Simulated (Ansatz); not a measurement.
Ansatz (a quantum-chemistry and plane-wave program) input (B3LYP-D3(BJ)/def2-TZVP):

Ansatz 0.2 input:
```yaml
crystal:
  periodic: [false, false, false]
  atoms:
    - {symbol: Cr, position_ang: [0.05993375, -0.08432040, 0.07673811]}
    - {symbol: O, position_ang: [1.49257127, -0.45610372, -0.34690042]}
    - {symbol: O, position_ang: [-0.65835027, -0.76901546, 1.25379776]}
    - {symbol: Cl, position_ang: [-0.91095050, 1.31313334, -0.95422736]}
basis:
  gaussian:
    orbitals: def2-TZVP
hamiltonian:
  xc: b3lyp
  dispersion: d3bj
magnetization: {spin_polarized: true, initial_magnetization: 1}
relax: {f_tol: 0.002, max_steps: 150}
```

Output:

```
Functional definition: B3LYP
integrals: 0.07 GiB planned
1051 factors; their error is unknown
mean field: 0.86 GiB planned
mean field evaluation 1: about -45029.0563 eV, gradient 6.4e1 eV
mean field evaluation 2: about -44703.6755 eV, gradient 3.3e2 eV
mean field evaluation 4: about -45039.9912 eV, gradient 2.6e1 eV
mean field evaluation 8: about -45042.1915 eV, gradient 3.8e-1 eV
mean field evaluation 16: about -45042.3418 eV, gradient 6.1e-3 eV
mean field evaluation 32: about -45042.3418 eV, gradient 4.4e-5 eV
mean field -45042.34176595 eV, -1655.2755291029 hartree, gradient 2.4e-5 eV, S^2 0.772200; 2 other end points of the search recorded, 0 dependent functions left out
the calculation of the forces begins
reference -45042.34201239 eV, -1655.2755381593 hartree; 29, 28 occupied and 115, 116 virtual orbitals, 1051 factors
relax step   1: F+E_penalty+E_count = -45042.52515463 eV  Δ(F+E_penalty+E_count) = +0.000e0 eV  max|allowed force component| = 2.295e0 eV/Å  Δτ_max = 0.0000 Å  (86 SCF iters, accepted)
these checks for a lower state are left out or cut short: starts, cluster_reference, orbital_swaps, neighbouring_geometries, increment
integrals: 0.07 GiB planned
1051 factors; their error is unknown
mean field: 0.85 GiB planned
mean field -45042.62970919 eV, -1655.2861108217 hartree, gradient 2.4e-5 eV, S^2 0.787017; 0 other end points of the search recorded, 0 dependent functions left out
the calculation of the forces begins
reference -45042.62995357 eV, -1655.2861198024 hartree; 29, 28 occupied and 115, 116 virtual orbitals, 1051 factors
relax step   2: F+E_penalty+E_count = -45042.80835767 eV  Δ(F+E_penalty+E_count) = -2.832e-1 eV  max|allowed force component| = 1.013e0 eV/Å  Δτ_max = 0.1290 Å  (75 SCF iters, accepted)
these checks for a lower state are left out or cut short: starts, cluster_reference, orbital_swaps, neighbouring_geometries, increment
integrals: 0.07 GiB planned
1051 factors; their error is unknown
mean field: 0.85 GiB planned
mean field -45042.65145993 eV, -1655.2869101468 hartree, gradient 2.1e-5 eV, S^2 0.792153; 0 other end points of the search recorded, 0 dependent functions left out
the calculation of the forces begins
reference -45042.65170414 eV, -1655.2869191214 hartree; 29, 28 occupied and 115, 116 virtual orbitals, 1051 factors
relax step   3: F+E_penalty+E_count = -45042.82965014 eV  Δ(F+E_penalty+E_count) = -2.129e-2 eV  max|allowed force component| = 4.205e-1 eV/Å  Δτ_max = 0.0134 Å  (73 SCF iters, accepted)
these checks for a lower state are left out or cut short: starts, cluster_reference, orbital_swaps, neighbouring_geometries, increment
integrals: 0.07 GiB planned
1051 factors; their error is unknown
mean field: 0.85 GiB planned
mean field evaluation 64: about -45042.6608 eV, gradient 8.0e-4 eV
mean field -45042.66075352 eV, -1655.2872516797 hartree, gradient 2.0e-5 eV, S^2 0.792487; 0 other end points of the search recorded, 0 dependent functions left out
the calculation of the forces begins
reference -45042.66099727 eV, -1655.2872606375 hartree; 29, 28 occupied and 115, 116 virtual orbitals, 1051 factors
relax step   4: F+E_penalty+E_count = -45042.83872070 eV  Δ(F+E_penalty+E_count) = -9.071e-3 eV  max|allowed force component| = 3.799e-2 eV/Å  Δτ_max = 0.0205 Å  (75 SCF iters, accepted)
these checks for a lower state are left out or cut short: starts, cluster_reference, orbital_swaps, neighbouring_geometries, increment
integrals: 0.07 GiB planned
1051 factors; their error is unknown
mean field: 0.85 GiB planned
mean field -45042.66097391 eV, -1655.2872597789 hartree, gradient 1.9e-5 eV, S^2 0.792084; 0 other end points of the search recorded, 0 dependent functions left out
the calculation of the forces begins
reference -45042.66121756 eV, -1655.2872687329 hartree; 29, 28 occupied and 115, 116 virtual orbitals, 1051 factors
relax step   5: F+E_penalty+E_count = -45042.83890485 eV  Δ(F+E_penalty+E_count) = -1.841e-4 eV  max|allowed force component| = 8.803e-3 eV/Å  Δτ_max = 0.0039 Å  (79 SCF iters, accepted)
these checks for a lower state are left out or cut short: starts, cluster_reference, orbital_swaps, neighbouring_geometries, increment
integrals: 0.07 GiB planned
1051 factors; their error is unknown
mean field: 0.85 GiB planned
mean field -45042.66137084 eV, -1655.2872743658 hartree, gradient 2.4e-5 eV, S^2 0.791308; 0 other end points of the search recorded, 0 dependent functions left out
the calculation of the forces begins
reference -45042.66161415 eV, -1655.2872833075 hartree; 29, 28 occupied and 115, 116 virtual orbitals, 1051 factors
relax step   6: F+E_penalty+E_count = -45042.83947953 eV  Δ(F+E_penalty+E_count) = -5.747e-4 eV  max|allowed force component| = 5.555e-2 eV/Å  Δτ_max = 0.0637 Å  (83 SCF iters, accepted)
these checks for a lower state are left out or cut short: starts, cluster_reference, orbital_swaps, neighbouring_geometries, increment
integrals: 0.07 GiB planned
1051 factors; their error is unknown
mean field: 0.85 GiB planned
mean field evaluation 96: about -45042.6331 eV, gradient 6.3e-5 eV
mean field -45042.63307808 eV, -1655.2862346260 hartree, gradient 1.7e-5 eV, S^2 0.796357; 0 other end points of the search recorded, 0 dependent functions left out
the calculation of the forces begins
reference -45042.63332028 eV, -1655.2862435268 hartree; 29, 28 occupied and 115, 116 virtual orbitals, 1051 factors
relax step   7: F+E_penalty+E_count = -45042.81171730 eV  Δ(F+E_penalty+E_count) = +2.776e-2 eV  max|allowed force component| = 1.067e0 eV/Å  Δτ_max = 0.1420 Å  (90 SCF iters, rejected (line search))
these checks for a lower state are left out or cut short: starts, cluster_reference, orbital_swaps, neighbouring_geometries, increment
integrals: 0.07 GiB planned
1051 factors; their error is unknown
mean field: 0.85 GiB planned
mean field -45042.66141458 eV, -1655.2872759734 hartree, gradient 6.6e-6 eV, S^2 0.789530; 0 other end points of the search recorded, 0 dependent functions left out
the calculation of the forces begins
reference -45042.66165767 eV, -1655.2872849066 hartree; 29, 28 occupied and 115, 116 virtual orbitals, 1051 factors
relax step   8: F+E_penalty+E_count = -45042.83976878 eV  Δ(F+E_penalty+E_count) = -2.893e-4 eV  max|allowed force component| = 7.039e-4 eV/Å  Δτ_max = 0.0297 Å  (75 SCF iters, accepted)
these checks for a lower state are left out or cut short: starts, cluster_reference, orbital_swaps, neighbouring_geometries, increment
integrals: 0.07 GiB planned
1051 factors; their error is unknown
mean field: 0.85 GiB planned
mean field -45042.66138801 eV, -1655.2872749968 hartree, gradient 1.9e-5 eV, S^2 0.789380; 0 other end points of the search recorded, 0 dependent functions left out
the calculation of the forces begins
reference -45042.66163107 eV, -1655.2872839291 hartree; 29, 28 occupied and 115, 116 virtual orbitals, 1051 factors
relax step   9: F+E_penalty+E_count = -45042.83976981 eV  Δ(F+E_penalty+E_count) = -1.030e-6 eV  max|allowed force component| = 9.907e-4 eV/Å  Δτ_max = 0.0031 Å  (84 SCF iters, accepted)
integrals: 0.07 GiB planned
1051 factors; their error is unknown
mean field: 0.85 GiB planned
mean field evaluation 128: about -45042.5089 eV, gradient 4.1e-1 eV
mean field evaluation 160: about -45042.5946 eV, gradient 1.2e0 eV
mean field -45042.66138801 eV, -1655.2872749968 hartree, gradient 2.0e-5 eV, S^2 0.789380; 5 other end points of the search recorded, 0 dependent functions left out
the calculation of the forces begins
reference -45042.66163107 eV, -1655.2872839291 hartree; 29, 28 occupied and 115, 116 virtual orbitals, 1051 factors
Total energy: -45042.84001287 eV, -1655.2938393394 hartree
Atom 0 at     0.095493    -0.008127     0.139530 Å, force    -0.000862     0.000863    -0.000991 eV/Å
Atom 1 at     1.498146    -0.536788    -0.320070 Å, force     0.000608    -0.000278     0.000086 eV/Å
Atom 2 at    -0.619525    -0.844988     1.256026 Å, force    -0.000032    -0.000371     0.000562 eV/Å
Atom 3 at    -0.990909     1.393597    -1.046077 Å, force     0.000287    -0.000214     0.000343 eV/Å
Dipole moment:    -0.034091     0.242016     0.001521 e Å
```

The spin state was set by rule; other spins were not relaxed.
